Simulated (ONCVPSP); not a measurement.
## Which change was made? (Sb, ONCV)

antimony (Sb), optimised norm-conserving Vanderbilt (ONCV), made with ONCVPSP 4.0.1 (PBE, scalar-relativistic). Core [Kr] 4d10, reference 5s2 5p2 (charge +1). Waves: 5s: rc 2.05 bohr, ncon 3, nbas 6, qcut 2.5 1/bohr, 1 projector; 5p: rc 1.90 bohr, ncon 5, nbas 9, qcut 5.2 1/bohr, 2 projectors, debl 1.4 Ha; d scattering state at 0.29 Ha: rc 2.25 bohr, ncon 4, nbas 7, qcut 4.8 1/bohr, 2 projectors, debl 2.1 Ha. Local part: polynomial inside 1.50 bohr (lpopt 5, dvloc0 0 Ha). Core correction: none.

Cutoffs, loose and tight: the cutoffs (Ha) at which the residual kinetic energy of the hardest occupied pseudo-wave falls to 1 and 0.1 mHa per electron. They do not see the model core or the augmentation charge, which bear on the density cutoff. Test errors are all-electron minus pseudo excitation energies from the reference, over the configurations 5s2 5p3; 5s2 5p1; 5s2 5p0; 5s1 5p4; variants that change the core or the reference have their own tests.

The base gives: outcome: generated; cutoff, loose: 20 Ha; cutoff, tight: 64 Ha; bound ghosts: s, p; GHOST(+) flags above zero: none; largest test error (meV): +13.

Question: After one change the result is: outcome: generated; cutoff, loose: 20 Ha; cutoff, tight: 64 Ha; bound ghosts: p; GHOST(+) flags above zero: d; largest test error (meV): +53. Which change was it?
A. p: rc 2.8
B. p: ncon 4, nbas 8
C. d: rc 2.94
D. functional LDA (Perdew-Wang 92)
E. local potential polynomial inside 1.50 bohr (lpopt 5, dvloc0 7 Ha)

Answer: E. The others give: p: rc 2.8 → outcome: generated; cutoff, loose: 20 Ha; cutoff, tight: 35 Ha; bound ghosts: s; GHOST(+) flags above zero: p; largest test error (meV): +31 | p: ncon 4, nbas 8 → outcome: generated; cutoff, loose: 20 Ha; cutoff, tight: 35 Ha; bound ghosts: s, p; GHOST(+) flags above zero: none; largest test error (meV): +21 | functional LDA (Perdew-Wang 92) → outcome: generated; cutoff, loose: 20 Ha; cutoff, tight: 65 Ha; bound ghosts: s, p; GHOST(+) flags above zero: none; largest test error (meV): +81 | d: rc 2.94 → outcome: generated, projector energies reset by the program; cutoff, loose: 20 Ha; cutoff, tight: 64 Ha; bound ghosts: s, p; GHOST(+) flags above zero: none; largest test error (meV): +13.
